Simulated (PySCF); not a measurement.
A GIAO shielding run with PySCF (density fitting, non-relativistic, gas phase) on SMILES C=C(C)[P@@](=O)(O)C[SiH3], C4H11O2PSi:

```
$ OMP_NUM_THREADS=1 python probes_run.py task.json out

{"job": {"kind": "nmr", "xc": "PBE0", "basis": "pcSseg-1"}, "charge": 0, "multiplicity": 1}
C     -1.013196     0.165978     2.038152
C     -0.998817     0.133386     0.716311
C     -1.746019     1.058350    -0.183760
P     -0.008935    -1.172273    -0.085083
O      0.630293    -2.123818     0.830968
O     -1.094533    -1.921445    -1.034871
C      1.097135    -0.367252    -1.276877
Si     2.292746     0.728394    -0.293602
H     -0.434419    -0.546979     2.601408
H     -1.589876     0.887907     2.595585
H     -2.192076     0.496005    -1.002686
H     -1.066495     1.795748    -0.612458
H     -2.528248     1.584441     0.359653
H     -1.266438    -2.781492    -0.647911
H      0.513404     0.183265    -2.009592
H      1.628902    -1.168294    -1.789623
H      1.531873     1.772213     0.402624
H      3.052498    -0.067930     0.662079
H      3.182395     1.353047    -1.277779
```

Hardware: 1 thread of an Arm Neoverse V1, shared host. The job also computes population analyses, field gradients.

Question: How large is the calculation?

Answer: 80 electrons, 205 basis functions and 1110 auxiliary functions.

Question: How long does it take, and how much memory does it need?

Answer: 37 s of wall time, with 14 SCF cycles and 4 response iterations; peak memory 0.96 GiB. Times on a shared host scatter by some tens of per cent.
